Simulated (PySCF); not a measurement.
BrCl, SMILES ClBr. The structure is a stationary point at PBE0-D3(BJ)/def2-TZVP.

Method: PBE0-D3(BJ)/def2-TZVP run with PySCF.

Harmonic wavenumbers (cm⁻¹): 457. Rotational constants (GHz): 4.524 (linear); symmetry number 1.

### Question
Work out the zero-point energy and the ideal-gas rigid-rotor harmonic-oscillator thermochemistry at 298.15 K and 1 atm.

### Answer
ZPE = ½ Σ hcν = ½ × 457 cm⁻¹ = 2.73 kJ/mol. H − E(el) = 12.09 kJ/mol. Entropy in J/(mol K): translation 167.96, rotation 68.38, vibration 3.25, total 239.59. G − E(el) = -59.35 kJ/mol. Cp = 34.73 J/(mol K).
